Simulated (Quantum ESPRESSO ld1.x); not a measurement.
Q: In2+, 47 electrons, occupied as [Ar] 3d10 4s2 4p5 4d10 5s1 5p1 (not the ground configuration). All-electron calculation, Dirac Kohn-Sham, PBE, spin-unpolarised, spherical densities, point nucleus; open shells are shared between the two j in proportion to 2j + 1. Program: ld1.x of Quantum ESPRESSO 7.5. Some entries of the table are withheld. Estimate them.

orbital,occ.,eigenvalue (eV),<1/r> (bohr^-1)
1s1/2,2,-27766.9,51.86
2s1/2,2,-4180.58,12.00
2p1/2,2,(1),(2)
2p3/2,4,(3),(4)
3s1/2,2,-816.291,4.229
3p1/2,2,-703.288,(5)
3p3/2,4,-665.177,(6)
3d3/2,4,-465.332,(7)
3d5/2,6,-457.523,(8)
4s1/2,2,-146.184,1.654
4p1/2,1.66667,-109.007,1.539
4p3/2,3.33333,-102.200,1.478
4d3/2,4,-44.0750,1.197
4d5/2,6,-43.1325,1.182
5s1/2,1,-26.4929,0.5783
5p1/2,0.333333,-18.7870,0.4864
5p3/2,0.666667,-18.1001,0.4702

A: 
(1) 2p1/2 eigenvalue (eV): -3900.60
(2) 2p1/2 <1/r> (bohr^-1): 11.98
(3) 2p3/2 eigenvalue (eV): -3689.67
(4) 2p3/2 <1/r> (bohr^-1): 11.19
(5) 3p1/2 <1/r> (bohr^-1): 4.136
(6) 3p3/2 <1/r> (bohr^-1): 3.943
(7) 3d3/2 <1/r> (bohr^-1): 3.786
(8) 3d5/2 <1/r> (bohr^-1): 3.736
